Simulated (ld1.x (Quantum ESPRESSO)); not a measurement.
# Plane-wave convergence, PAW potential for Te

* Element: tellurium
* Generator: ld1.x (Quantum ESPRESSO) 7.5
* Type: PAW
* Functional: PBEsol
* Relativity: scalar-relativistic
* Frozen core: [Kr] 4d10
* Valence charge: 6
* Reference configuration: 5s1 5p5
* Partial waves: 5s (bound): rcut 1.25, rcutus 1.70 bohr; 5s channel at 3.2 Ry: rcut 1.25, rcutus 1.70 bohr; 5p (bound): rcut 2.00, rcutus 2.35 bohr; 5p channel at 0.05 Ry: rcut 2.00, rcutus 2.35 bohr
* Local potential: all-electron potential smoothed inside 1.50 bohr (lloc = -1)
* Core correction: a·sin(br)/r model core, default radius (ld1.x builds one for every PAW set, though the input has nlcc=.false.)
* Augmentation charge: PSQ, inside the norm-conserving radii

The pseudo-atom Hamiltonian at the reference potential is diagonalised in spherical Bessel functions j_l(qr) that vanish at 20 bohr, with q² up to the cutoff. All-electron valence levels (Ry): 5s -1.1689, 5p -0.4791.

Q: How do the lowest levels (Ry) of each channel move with the cutoff, and are there ghosts?

A:

| cutoff (Ry) | s #1 | s #2 | s #3 | p #1 | d #1 | d #2 | f #1 | Σ f·Δε (mRy) |
| --- | --- | --- | --- | --- | --- | --- | --- | --- |
| 8 | -1.1530 | -0.0349 | 0.0682 | -0.4776 | -0.1163 | 0.0714 | 0.1139 | 23.9 |
| 10 | -1.1611 | -0.0351 | 0.0681 | -0.4786 | -0.2121 | 0.0691 | 0.1139 | 10.9 |
| 12 | -1.1652 | -0.0351 | 0.0681 | -0.4789 | -0.3179 | 0.0676 | 0.1139 | 5.1 |
| 15 | -1.1676 | -0.3821 | -0.0349 | -0.4791 | -0.4253 | 0.0666 | 0.1139 | 1.8 |
| 18 | -1.8542 | -1.1664 | -0.0350 | -0.4792 | -0.5733 | 0.0656 | 0.1139 | 2.8 |
| 21 | -2.6674 | -1.1678 | -0.0350 | -0.4792 | -0.6556 | 0.0651 | 0.1139 | 1.4 |
| 25 | -3.3394 | -1.1684 | -0.0350 | -0.4792 | -0.7220 | 0.0648 | 0.1139 | 0.7 |
| 30 | -4.0931 | -1.1688 | -0.0351 | -0.4792 | -0.7923 | 0.0644 | 0.1139 | 0.3 |
| 35 | -4.5739 | -1.1689 | -0.0351 | -0.4792 | -0.8337 | 0.0642 | 0.1139 | 0.2 |
| 400 | -5.0448 | -1.1690 | -0.0351 | -0.4792 | -0.8732 | 0.0640 | 0.1139 | 0.0 |

Result: ghost states, extra bound levels that the all-electron valence spectrum of the same l lacks: s at -68.6 eV, d at -11.9 eV (a true bound ghost makes a file unfit for plane-wave use); 10 mRy is reached at 12 Ry and 1 mRy at 25 Ry.

Test run stopped at test 2 of 7 (negative rho).
